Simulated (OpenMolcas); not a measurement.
S⁵⁺: RASPT2 settings compared

| Property | Result |
| --- | --- |
| Program | OpenMolcas |
| Basis | ANO-R1 [4s3p1d] |
| Scalar Hamiltonian | X2C, finite nucleus |
| Active space | 1 electron in 9 orbitals (RAS2 3s 3p; RAS3 3d, at most 1 electron) |
| State averaging | 2S+1 = 2 even, 1 root; 2S+1 = 2 odd, 3 roots |
| Spin-orbit coupling | state interaction with AMFI integrals over the reference wave functions, term energies averaged over their components |

Methods on the same reference wave functions:
A. RASSCF
B. SS-RASPT2, IPEA 0.1 Eh, sigma2 regulariser 0.5 Eh (closed shells correlated: 2s 2p)
C. SS-RASPT2, IPEA 0.2 Eh, sigma2 regulariser 0.4 Eh (closed shells correlated: 2s 2p)
D. SS-RASPT2, IPEA 0.6 Eh, sigma1 regulariser 0.3 Eh (closed shells correlated: 2s 2p)

Energies in cm-1 above 3s 2S 1/2, the measured ground level; measured values from NIST levels in Podobedova, Kelleher and Wiese, J. Phys. Chem. Ref. Data 38, 171 (2009).

```json
{"Level": "3s 2S 1/2", "A": "0.0", "B": "0.0", "C": "0.0", "D": "0.0", "Measured": "0.0"}
{"Level": "3p 2P* 1/2", "A": "95438", "B": "95558", "C": "95558", "D": "95559", "Measured": "105874"}
{"Level": "3p 2P* 3/2", "A": "96532", "B": "96652", "C": "96652", "D": "96653", "Measured": "107138"}
```

Deviations, from unrounded energies. A percentage is the sum of absolute deviations over the sum of measured energies, with the sign that they share, or ± where signs differ.

| Against measurement | Levels | A | B | C | D |
| --- | --- | --- | --- | --- | --- |
| mean absolute deviation (cm-1) | 2 | 11000 | 10000 | 10000 | 10000 |
| other configurations (%) | 2 | -9.9 | -9.8 | -9.8 | -9.8 |

A, B, C, D lie about equally close to measurement. The largest miss of D in the table is 3p 2P* 3/2, by -10000 cm-1. The ranking rests on the paired levels alone, and a cruder setting can come out closer through cancelling errors.

Among B to D no level of the table moves by more than 5 cm-1.

The lowest spin-free term lies below A's lowest term by 0.008 hartree in B, 0.008 hartree in C, 0.008 hartree in D.

With one active electron outside closed inactive shells, the extra shells (3d) add no correlation to the reference. The basis is small and was not contracted for so high a charge. With one active electron the reference holds no correlation, so core polarisation is missing (holds for A). With one active electron, CASPT2 adds the correlation within the correlated inactive shells and between them and that electron, and leaves the splitting within a term as the reference gives it (holds for B; C; D). Measured partners are found by configuration, term and J. A level has none where our copy of the source lacks it or the pairing is in doubt (some pairs that miss far off the trend of their configuration count as doubtful), and it then counts in no deviation. Levels of configurations outside the active space are missing.

* marks odd parity.
